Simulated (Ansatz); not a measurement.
Basis-set series for H7NSSi2, SMILES `N[SiH]([SiH3])S`. Charge 0, multiplicity 1. The structure was optimised at the PBE0-D4/def2-TZVP level. It is one conformer, not always the lowest.

```xyz
11

N    -1.333    0.796   -1.154
Si   -0.082   -0.272   -0.678
Si    1.064    0.590    1.170
S    -0.891   -2.193   -0.106
H    -2.022    1.109   -0.490
H    -1.715    0.743   -2.085
H     0.801   -0.434   -1.864
H     1.958   -0.457    1.738
H     0.081    0.984    2.216
H     1.887    1.778    0.814
H     0.253   -2.643    0.439
```

```
functional       basis  functions  energy (Eh)  HOMO (eV)  LUMO (eV)
   PBE0-D4    def2-SVP        103  -1035.39273      -6.88       0.07
   PBE0-D4  def2-QZVPP        477  -1035.84481      -7.06      -0.40
   ωB97M-V    def2-SVP        103  -1035.72854      -8.95       1.93
   ωB97M-V  def2-QZVPP        477  -1036.18275      -9.17       1.10
```

Give the rows for def2-TZVPP. (Estimate.)

Computed: 
| functional | basis | functions | energy (Eh) | HOMO (eV) | LUMO (eV) |
| --- | --- | --- | --- | --- | --- |
| PBE0-D4 | def2-TZVPP | 255 | -1035.80919 | -7.03 | -0.28 |
| ωB97M-V | def2-TZVPP | 255 | -1036.14898 | -9.13 | 1.40 |

Positive LUMOs are unbound and depend on the basis.
